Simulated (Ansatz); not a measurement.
A first, cheap relaxation of C3H10Si2 (`C=C([SiH3])C[SiH3]`).

```yaml
crystal:
  periodic: [false, false, false]
  atoms:
    - {symbol: C, position_ang: [-0.124100, 0.023900, 2.023400]}
    - {symbol: C, position_ang: [-0.392700, -0.115100, 0.693800]}
    - {symbol: Si, position_ang: [-1.979800, 0.525200, -0.154700]}
    - {symbol: C, position_ang: [0.657500, -0.891600, -0.172300]}
    - {symbol: Si, position_ang: [1.707100, 0.072600, -1.334900]}
    - {symbol: H, position_ang: [-0.868700, 0.624000, 2.648900]}
    - {symbol: H, position_ang: [0.744400, -0.319100, 2.502500]}
    - {symbol: H, position_ang: [-2.197600, -0.293800, -1.340100]}
    - {symbol: H, position_ang: [-3.082300, 0.472100, 0.850700]}
    - {symbol: H, position_ang: [-1.729600, 1.931500, -0.536000]}
    - {symbol: H, position_ang: [1.230800, -1.496400, 0.500800]}
    - {symbol: H, position_ang: [0.050000, -1.632700, -0.747000]}
    - {symbol: H, position_ang: [2.504600, 1.051500, -0.561200]}
    - {symbol: H, position_ang: [0.868200, 0.859200, -2.280800]}
    - {symbol: H, position_ang: [2.590500, -0.862000, -2.063700]}
basis:
  gaussian: {orbitals: def2-SVP}
hamiltonian: {xc: pbe, dispersion: d4}
relax: {f_tol: 0.03, max_steps: 200}
```

```sh
$ ansatz run in.yaml --threads 4 --pin off --events-out ev --progress --plain
```

Output, abridged:

```
Functional definition: PBE
mean field -19007.64103115 eV, -698.5179240528 hartree, gradient 2.8e-5 eV, S^2 0.000000; 0 other end points of the search recorded, 0 dependent functions left out
relax step   1: F+E_penalty+E_count = -19008.00807327 eV  Δ(F+E_penalty+E_count) = +0.000e0 eV  max|allowed force component| = 3.243e0 eV/Å  Δτ_max = 0.0000 Å  (28 SCF iters, accepted)
mean field -19007.91024181 eV, -698.5278173622 hartree, gradient 6.8e-6 eV, S^2 0.000000; 0 other end points of the search recorded, 0 dependent functions left out
relax step   2: F+E_penalty+E_count = -19008.27840425 eV  Δ(F+E_penalty+E_count) = -2.703e-1 eV  max|allowed force component| = 1.556e0 eV/Å  Δτ_max = 0.1025 Å  (30 SCF iters, accepted)
mean field -19007.97004558 eV, -698.5300151102 hartree, gradient 6.5e-6 eV, S^2 0.000000; 0 other end points of the search recorded, 0 dependent functions left out
relax step   3: F+E_penalty+E_count = -19008.33851326 eV  Δ(F+E_penalty+E_count) = -6.011e-2 eV  max|allowed force component| = 6.427e-1 eV/Å  Δτ_max = 0.1261 Å  (29 SCF iters, accepted)
mean field -19007.86508265 eV, -698.5261577936 hartree, gradient 1.5e-5 eV, S^2 0.000000; 0 other end points of the search recorded, 0 dependent functions left out
relax step   4: F+E_penalty+E_count = -19008.23756086 eV  Δ(F+E_penalty+E_count) = +1.010e-1 eV  max|allowed force component| = 1.840e0 eV/Å  Δτ_max = 0.2000 Å  (29 SCF iters, rejected (line search))
mean field -19007.99471518 eV, -698.5309217014 hartree, gradient 2.6e-5 eV, S^2 0.000000; 0 other end points of the search recorded, 0 dependent functions left out
relax step   5: F+E_penalty+E_count = -19008.36636943 eV  Δ(F+E_penalty+E_count) = -2.786e-2 eV  max|allowed force component| = 2.076e-1 eV/Å  Δτ_max = 0.1000 Å  (30 SCF iters, accepted)
mean field -19007.98701161 eV, -698.5306386004 hartree, gradient 2.5e-5 eV, S^2 0.000000; 0 other end points of the search recorded, 0 dependent functions left out
relax step   6: F+E_penalty+E_count = -19008.35765239 eV  Δ(F+E_penalty+E_count) = +8.717e-3 eV  max|allowed force component| = 2.556e-1 eV/Å  Δτ_max = 0.1000 Å  (30 SCF iters, rejected (line search))
mean field -19008.00238319 eV, -698.5312034954 hartree, gradient 2.5e-5 eV, S^2 0.000000; 0 other end points of the search recorded, 0 dependent functions left out
relax step   7: F+E_penalty+E_count = -19008.37363732 eV  Δ(F+E_penalty+E_count) = -7.268e-3 eV  max|allowed force component| = 2.788e-2 eV/Å  Δτ_max = 0.0487 Å  (31 SCF iters, accepted)
mean field -19008.00474516 eV, -698.5312902963 hartree, gradient 2.5e-5 eV, S^2 0.000000; 0 other end points of the search recorded, 0 dependent functions left out
relax step   8: F+E_penalty+E_count = -19008.37579898 eV  Δ(F+E_penalty+E_count) = -2.162e-3 eV  max|allowed force component| = 7.147e-2 eV/Å  Δτ_max = 0.0491 Å  (31 SCF iters, accepted)
mean field -19008.00796815 eV, -698.5314087389 hartree, gradient 2.5e-5 eV, S^2 0.000000; 0 other end points of the search recorded, 0 dependent functions left out
relax step   9: F+E_penalty+E_count = -19008.37875984 eV  Δ(F+E_penalty+E_count) = -2.961e-3 eV  max|allowed force component| = 7.259e-2 eV/Å  Δτ_max = 0.0743 Å  (29 SCF iters, accepted)
mean field -19008.01126928 eV, -698.5315300531 hartree, gradient 2.5e-5 eV, S^2 0.000000; 0 other end points of the search recorded, 0 dependent functions left out
relax step  10: F+E_penalty+E_count = -19008.38137805 eV  Δ(F+E_penalty+E_count) = -2.618e-3 eV  max|allowed force component| = 9.712e-2 eV/Å  Δτ_max = 0.1111 Å  (30 SCF iters, accepted)
mean field -19008.01288021 eV, -698.5315892538 hartree, gradient 2.5e-5 eV, S^2 0.000000; 0 other end points of the search recorded, 0 dependent functions left out
relax step  11: F+E_penalty+E_count = -19008.38260908 eV  Δ(F+E_penalty+E_count) = -1.231e-3 eV  max|allowed force component| = 1.110e-1 eV/Å  Δτ_max = 0.0633 Å  (30 SCF iters, accepted)
mean field -19008.01522155 eV, -698.5316752964 hartree, gradient 2.5e-5 eV, S^2 0.000000; 0 other end points of the search recorded, 0 dependent functions left out
relax step  12: F+E_penalty+E_count = -19008.38486726 eV  Δ(F+E_penalty+E_count) = -2.258e-3 eV  max|allowed force component| = 8.447e-2 eV/Å  Δτ_max = 0.0432 Å  (30 SCF iters, accepted)
mean field -19008.01809443 eV, -698.5317808727 hartree, gradient 2.5e-5 eV, S^2 0.000000; 0 other end points of the search recorded, 0 dependent functions left out
relax step  13: F+E_penalty+E_count = -19008.38742485 eV  Δ(F+E_penalty+E_count) = -2.558e-3 eV  max|allowed force component| = 2.974e-2 eV/Å  Δτ_max = 0.0860 Å  (30 SCF iters, accepted)
mean field -19008.01991592 eV, -698.5318478115 hartree, gradient 2.5e-5 eV, S^2 0.000000; 0 other end points of the search recorded, 0 dependent functions left out
relax step  14: F+E_penalty+E_count = -19008.38890907 eV  Δ(F+E_penalty+E_count) = -1.484e-3 eV  max|allowed force component| = 3.586e-2 eV/Å  Δτ_max = 0.1158 Å  (30 SCF iters, accepted)
mean field -19008.02079627 eV, -698.5318801636 hartree, gradient 2.5e-5 eV, S^2 0.000000; 0 other end points of the search recorded, 0 dependent functions left out
relax step  15: F+E_penalty+E_count = -19008.38954921 eV  Δ(F+E_penalty+E_count) = -6.401e-4 eV  max|allowed force component| = 4.916e-2 eV/Å  Δτ_max = 0.0664 Å  (29 SCF iters, accepted)
mean field -19008.02154648 eV, -698.5319077333 hartree, gradient 2.5e-5 eV, S^2 0.000000; 0 other end points of the search recorded, 0 dependent functions left out
relax step  16: F+E_penalty+E_count = -19008.39033201 eV  Δ(F+E_penalty+E_count) = -7.828e-4 eV  max|allowed force component| = 5.267e-2 eV/Å  Δτ_max = 0.0327 Å  (30 SCF iters, accepted)
mean field -19008.02345504 eV, -698.5319778716 hartree, gradient 2.5e-5 eV, S^2 0.000000; 0 other end points of the search recorded, 0 dependent functions left out
relax step  17: F+E_penalty+E_count = -19008.39227048 eV  Δ(F+E_penalty+E_count) = -1.938e-3 eV  max|allowed force component| = 5.379e-2 eV/Å  Δτ_max = 0.1200 Å  (28 SCF iters, accepted)
mean field -19008.02399843 eV, -698.5319978407 hartree, gradient 2.5e-5 eV, S^2 0.000000; 0 other end points of the search recorded, 0 dependent functions left out
relax step  18: F+E_penalty+E_count = -19008.39287490 eV  Δ(F+E_penalty+E_count) = -6.044e-4 eV  max|allowed force component| = 6.403e-2 eV/Å  Δτ_max = 0.1102 Å  (29 SCF iters, accepted)
mean field -19008.02484460 eV, -698.5320289370 hartree, gradient 2.5e-5 eV, S^2 0.000000; 0 other end points of the search recorded, 0 dependent functions left out
relax step  19: F+E_penalty+E_count = -19008.39376424 eV  Δ(F+E_penalty+E_count) = -8.893e-4 eV  max|allowed force component| = 4.736e-2 eV/Å  Δτ_max = 0.0220 Å  (31 SCF iters, accepted)
mean field -19008.02373149 eV, -698.5319880312 hartree, gradient 2.5e-5 eV, S^2 0.000000; 0 other end points of the search recorded, 0 dependent functions left out
relax step  20: F+E_penalty+E_count = -19008.39286141 eV  Δ(F+E_penalty+E_count) = +9.028e-4 eV  max|allowed force component| = 1.447e-1 eV/Å  Δτ_max = 0.0399 Å  (31 SCF iters, rejected (line search))
mean field -19008.02579009 eV, -698.5320636831 hartree, gradient 2.5e-5 eV, S^2 0.000000; 0 other end points of the search recorded, 0 dependent functions left out
relax step  21: F+E_penalty+E_count = -19008.39491384 eV  Δ(F+E_penalty+E_count) = -1.150e-3 eV  max|allowed force component| = 2.211e-2 eV/Å  Δτ_max = 0.0196 Å  (32 SCF iters, accepted)
mean field -19008.02612315 eV, -698.5320759231 hartree, gradient 2.5e-5 eV, S^2 0.000000; 0 other end points of the search recorded, 0 dependent functions left out
relax step  22: F+E_penalty+E_count = -19008.39548875 eV  Δ(F+E_penalty+E_count) = -5.749e-4 eV  max|allowed force component| = 2.643e-2 eV/Å  Δτ_max = 0.0669 Å  (30 SCF iters, accepted)
mean field -19008.02612315 eV, -698.5320759231 hartree, gradient 2.7e-5 eV, S^2 0.000000; 1 other end points of the search recorded, 0 dependent functions left out
Total energy: -19008.39553061 eV, -698.5456513966 hartree
Atom 0 at    -0.141520     0.038649     1.939246 Å, force     0.000952    -0.002817    -0.012319 eV/Å
Atom 1 at    -0.391221    -0.200233     0.630388 Å, force     0.008940    -0.012225    -0.010380 eV/Å
Atom 2 at    -2.000070     0.438325    -0.133005 Å, force     0.000615     0.004019    -0.000261 eV/Å
Atom 3 at     0.575838    -0.956415    -0.251206 Å, force    -0.026433     0.004709     0.016211 eV/Å
Atom 4 at     1.775003     0.207001    -1.176514 Å, force     0.011627     0.013668    -0.011046 eV/Å
Atom 5 at    -0.839817     0.610970     2.570185 Å, force    -0.005291     0.004461     0.011616 eV/Å
Atom 6 at     0.775676    -0.334093     2.431418 Å, force     0.003927     0.001273    -0.000012 eV/Å
Atom 7 at    -2.802637    -0.716695    -0.677949 Å, force     0.005194     0.006941     0.003172 eV/Å
Atom 8 at    -2.802092     1.157508     0.916000 Å, force    -0.002408     0.000429    -0.007179 eV/Å
Atom 9 at    -1.730264     1.373643    -1.283740 Å, force    -0.004865    -0.007044     0.005739 eV/Å
Atom 10 at     1.202911    -1.653370     0.347029 Å, force     0.002007    -0.001177    -0.001377 eV/Å
Atom 11 at     0.047780    -1.570928    -1.012771 Å, force     0.008943     0.001554    -0.000173 eV/Å
Atom 12 at     2.611277     0.961033    -0.177433 Å, force    -0.009635    -0.012460    -0.015434 eV/Å
Atom 13 at     1.016683     1.195096    -2.022049 Å, force     0.011495    -0.013932     0.015430 eV/Å
Atom 14 at     2.680753    -0.601192    -2.070199 Å, force    -0.005068     0.012600     0.006014 eV/Å
Dipole moment:     0.066109    -0.124807     0.069690 e Å
```

Hardware: 4 threads of a server CPU on a shared host. Wall time 43 s, peak host memory 0.21 GiB.
